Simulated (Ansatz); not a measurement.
Cost and result for the atomization energy of `[NH2][GeH3]` (7 atoms, 6 bonds).

Total charge 0; spin multiplicity 1. Correlated methods include outer-core shells of Ge, which these sets cover unevenly. Scalar relativity is left out up to krypton. The structure was optimised at the PBE0-D4/def2-TZVP level. Program: Ansatz. All runs use 2 threads of a server CPU on a shared host. Times are those of one run each, without the atoms' runs, and a repeat can differ threefold. Electronic energies, without spin–orbit coupling; frozen cores. CCSD(T)/CBS adds CCSD(T) − MP2 in def2-TZVPP to the MP2 limit, and its time is that of the two runs behind it. T1 = 0.011. With those shells the extrapolation isn't a true limit. HSE06 is the plane-wave form, built on full-range PBE exchange.

CCSD(T)/CBS is a level of theory with its own doubt, some kJ/mol a heavy atom from the limit and from the frozen cores, so smaller differences don't rank the functionals.

```
                           level  functions  wall time  atomization (kcal/mol)  difference from CCSD(T)/CBS  per bond
          LDA (SPW92)/def2-TZVPP        149      0.7 s                   541.4                         59.5       9.9
              BLYP-D4/def2-TZVPP        149      1.1 s                   477.1                         -4.8      -0.8
            revPBE-D4/def2-TZVPP        149      1.1 s                   468.5                        -13.4      -2.2
                CCSD(T)/def2-SVP         71      1.4 s                   444.7                        -37.2      -6.2
             BHLYP-D4/def2-TZVPP        149      1.4 s                   468.3                        -13.6      -2.3
         CAM-B3LYP-D4/def2-TZVPP        149      1.6 s                   482.3                          0.4       0.1
             HSE06-D4/def2-TZVPP        149      1.6 s                   472.4                         -9.5      -1.6
              ωB97X-V/def2-TZVPP        149      4.2 s                   483.1                          1.2       0.2
               B97M-V/def2-TZVPP        149      4.7 s                   483.2                          1.3       0.2
ωB97M-V/def2-TZVPP (with forces)        149        6 s                   478.3                         -3.6      -0.6
                  MP2/def2-QZVPP        296        9 s                   472.7                         -9.2      -1.5
              CCSD(T)/def2-TZVPP        149       19 s                   470.3                        -11.6      -1.9
               CCSD(T)/CBS(def2)          –       28 s                   481.9                          0.0       0.0
```

At CCSD(T), def2-SVP lies −37.2 kcal/mol from the extrapolated value and def2-TZVPP −11.7 kcal/mol: correlation converges slowly with the basis, and small sets miss more of it in the bonded molecule than in its fragments. From PBE to PBE0 (25 % exact exchange), in def2-TZVPP and without D4, the atomization energy moves by −5.8 kcal/mol: exact exchange takes away binding that semilocal exchange gives to molecules. The D4 term adds +3.2 kcal/mol with B3LYP and +1.6 kcal/mol with PBE0; it sums over pairs of atoms, weighted by their polarisabilities, and B3LYP, whose exchange is more repulsive, gets the larger term.

B3LYP here is the variant with VWN-RPA as its local correlation; programs differ in this.
